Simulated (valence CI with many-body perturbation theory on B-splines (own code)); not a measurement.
# Cu XVII: configurations and terms from energies and g

Calculated by relativistic CI+MBPT: three valence electrons over a frozen Dirac-Fock core [Ne], radial functions for each j: 11 s, 11 p, 10 d, 8 f, 5 g, 2 h, with the one-electron correlation potential Σ1, the two-electron term Σ2, the three-electron term Σ3, Breit, model QED; selected CI, second order for the rest, scaled by the run's own slope (own B-spline code, finite nucleus).

No measured spectrum was set against this ion. As an estimate, levels of excited configurations hold to 0.05 to 0.15 % of their energy, terms of the ground configuration to about 0.5 %.

```
No.    J  Parity  E (cm⁻¹)      g
  1  1/2     odd         0  0.664
  2  3/2     odd     33251  1.333
  3  1/2    even    277080  2.650
  4  3/2    even    291710  1.729
  5  5/2    even    307620  1.580
  6  3/2    even    372270  0.810
  7  5/2    even    377830  1.218
 10  3/2    even    490820  1.324
 11  3/2    even    574210  0.800
 12  5/2    even    578280  1.199
 15  3/2     odd    725450  1.819
 16  3/2     odd    781020  0.416
 17  5/2     odd    788170  1.033
 18  1/2     odd    790490  0.664
```

Energies count from the lowest level. Strongly mixed levels and levels close to another of their J and parity are left out, so the numbers can have gaps.

Question: Give configuration and LS term of each level.

Answer: 1: 3s2 3p 2P°; 2: 3s2 3p 2P°; 3: 3s 3p2 4P; 4: 3s 3p2 4P; 5: 3s 3p2 4P; 6: 3s 3p2 2D; 7: 3s 3p2 2D; 10: 3s 3p2 2P; 11: 3s2 3d 2D; 12: 3s2 3d 2D; 15: 3p3 4S°; 16: 3s 3p 3d 4F°; 17: 3s 3p 3d 4F°; 18: 3p3 2P°.
